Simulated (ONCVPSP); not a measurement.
## boron, ONCV: configuration errors across variants

ONCVPSP 4.0.1 input, shortened (lines: element, Z, core and valence counts, functional; n l f; lmax; l rc ep ncon nbas qcut; lloc lpopt rc5 dvloc0; l nproj debl; icmod fcfact rcfact), PBEsol, scalar-relativistic:

```
  B 5.00    1    2  -116133      upf
    1    0    2.00
    2    0    2.00
    2    1    1.00
    2
    0    1.35    0.00    4    7    5.80
    1    3.15    0.00    5    9    3.70
    2    2.70    0.09    5    8    3.20
    4    5    0.90    3.00
    0    2    1.80
    1    1    2.60
    2    3    2.20
    3    6.00    1.55
```

All-electron excitation energies from the reference (eV): (1) 2s2 2p0 8.140; (2) 2s1 2p0 33.401; (3) 2s2 2p0.5 2.855; (4) 2s1 2p2 5.819.

Errors AE − PS in meV (a dash: test not solved or not reliable):

| change | (1) | (2) | (3) | (4) | bound ghosts | GHOST(+) flags above zero |
| --- | --- | --- | --- | --- | --- | --- |
| base | +103 | +316 | +15 | -24 | none | none |
| core correction Teter function, fcfact 6, rcfact 1.14 | +101 | +332 | +14 | -23 | none | none |
| local potential polynomial inside 0.90 bohr (lpopt 5, dvloc0 -2.5 Ha) | +103 | +316 | +15 | -24 | none | p |
| p: nproj 3 | +103 | +316 | +16 | -23 | none | none |
| s: rc 1.9 | +106 | +307 | +15 | -27 | none | none |
| s: ncon 3, nbas 6 | +103 | +316 | +15 | -24 | none | none |

(1) Give the same row for: p: qcut 4.2.

Results:

(1) +82, +255, +12, -19; bound ghosts: none; GHOST(+) flags above zero: none.
